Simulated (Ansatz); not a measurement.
C2H6GeO2Si (`O[SiH2]C#[C][GeH2][OH]`). The species carries charge 0 and has multiplicity 1. The structure was optimised at the PBE0-D4/def2-TZVP level. It is one conformer, not always the lowest.

```xyz
12

O    -3.014    1.275   -0.232
Si   -2.458   -0.144    0.376
C    -0.633   -0.237    0.277
C     0.580   -0.280    0.224
Ge    2.481   -0.366    0.104
O     3.004    0.468   -1.373
H    -2.636    2.087    0.107
H    -3.059   -1.210   -0.453
H    -2.821   -0.322    1.805
H     2.891   -1.847    0.072
H     3.132    0.409    1.249
H     2.532    0.167   -2.153
```

(1) What is the dipole moment at B3LYP/def2-TZVPP? (Best estimate.)

(2) And with PBE, r2SCAN, ωB97M-V? (Estimate.)

(3) Give the Mulliken charges with B3LYP, r2SCAN, ωB97M-V in def2-TZVPP. (An estimate is asked.)

Results:

(1) Ansatz gave: 0.69 D, with components (0.11, -0.26, 0.64) D in this frame, pointing from negative to positive charge.

(2) Ansatz gave: PBE 0.54 D, r2SCAN 0.60 D, ωB97M-V 0.70 D.

(3) Computed: 
```tsv
atom	B3LYP	r2SCAN	ωB97M-V
O1	-0.39	-0.41	-0.38
Si2	0.55	0.60	0.49
C3	-0.36	-0.38	-0.43
C4	-0.03	-0.05	-0.01
Ge5	0.44	0.46	0.42
O6	-0.42	-0.44	-0.41
H7	0.19	0.20	0.18
H8	-0.07	-0.08	-0.03
H9	-0.09	-0.09	-0.05
H10	-0.01	-0.01	0.02
H11	0.01	0.01	0.03
H12	0.18	0.19	0.17
```

B3LYP here is the variant with VWN-RPA as its local correlation; programs differ in this.
